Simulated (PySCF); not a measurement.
Compound: C4H8F2O2.
SMILES with atom numbers: `[CH3:1][O:2][C@H:3]([CH2:4][F:5])[O:6][CH2:7][F:8]` (hydrogens: H9, H10, H11 on C1; H12 on C3; H13, H14 on C4; H15, H16 on C7)

Cartesian coordinates in Å at the PBE0-D3(BJ)/def2-SVP level; atoms count from 1:
```xyz
16
C4H8F2O2 angstrom
C     -1.655   -0.677    0.978
O     -0.683   -0.772   -0.029
C      0.089    0.365   -0.237
C     -0.494    1.260   -1.310
F     -1.708    1.743   -0.896
O      1.343   -0.018   -0.713
C      2.086   -0.790    0.145
F      2.523   -0.051    1.211
H     -2.469    0.013    0.703
H     -2.072   -1.683    1.124
H     -1.215   -0.335    1.935
H      0.187    0.928    0.715
H      0.189    2.101   -1.511
H     -0.627    0.666   -2.229
H      2.959   -1.144   -0.423
H      1.492   -1.631    0.540
```

Computed with PySCF at PBE0/pcSseg-1, non-relativistic, on one gas-phase PBE0-D3(BJ)/def2-SVP geometry that isn't relaxed in the solvent. The solvent is an IEF-PCM continuum (Bondi radii, 1.10 Å for H, scaled by 1.2). Only the electrostatic response of the medium enters.

```tsv
run	E − E(gas) (kcal/mol)	HOMO (eV)	HOMO–LUMO gap (eV)	dipole (D)
gas	0.00	-7.87	9.43	0.93
P	-5.42	-7.76	9.56	1.04
Q	-4.75	-7.77	9.54	1.02
```

Question: The runs were made in dichloromethane and methanol. Which run belongs to which solvent?

Answer: P = methanol, Q = dichloromethane. The dielectric constants are 8.93 (dichloromethane), 32.61 (methanol), and the energy falls further as ε rises. In this model the ground state sees the solvent through ε alone.

Question: How constant is the ratio of the lowering to (ε − 1)/(2ε + 1)?

Answer: 
| solvent | (ε − 1)/(2ε + 1) | E − E(gas) (kcal/mol) | ratio (kcal/mol) | polarisation term (kcal/mol) |
| --- | --- | --- | --- | --- |
| dichloromethane | 0.420 | -4.75 | -11.3 | -5.10 |
| methanol | 0.477 | -5.42 | -11.3 | -5.88 |

The ratio changes by +0.4 % in size from dichloromethane to methanol. The polarisation term is half the interaction of the solute with the induced surface charges.

Hardware: Arm Neoverse V1, one thread, on a shared host. Cost: 22 s of wall time, 1.1 GiB resident at most. This is the whole shielding run at PBE0/pcSseg-1 in methanol, SCF included.
